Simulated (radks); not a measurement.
Values are calculated unless marked as measured or tabulated.
Problem. Coherent X-ray form factor from a spherical all-electron density. Level of theory: scalar-relativistic Kohn-Sham, LDA (Slater exchange, Perdew-Wang correlation), spin-polarised, spherical densities, finite nucleus; Fermi nuclear charge, rms radius of each element as measured or else 0.836 A^(1/3) + 0.57 fm (a radial shooting solver on a logarithmic mesh with Libxc functionals).

| sin(theta)/lambda (1/angstrom) | f0 (electrons) |
|---|---|
| 0.05 | 72.055 |
| 0.1 | 69.552 |
| 0.15 | 66.191 |
| 0.2 | 62.555 |
| 0.25 | 58.946 |
| 0.3 | 55.479 |
| 0.4 | 49.123 |
| 0.5 | 43.611 |
| 0.6 | 38.889 |
| 0.8 | 31.290 |
| 1 | 25.570 |
| 1.25 | 20.592 |
| 1.5 | 17.451 |
| 2 | 13.802 |

The species is in the configuration that NIST lists as its ground one. Which atom or ion scatters so?

Solution. The tungsten ion W+, [Xe] 4f14 5d4 6s1. Extrapolating in s^2 from the first two rows gives f0(0) = 72.9, near the electron count 73; among species with that count, the fall with angle is slower the higher Z, and the table is that of Z = 74; from so few rows the species is fixed only to a neighbour or two.
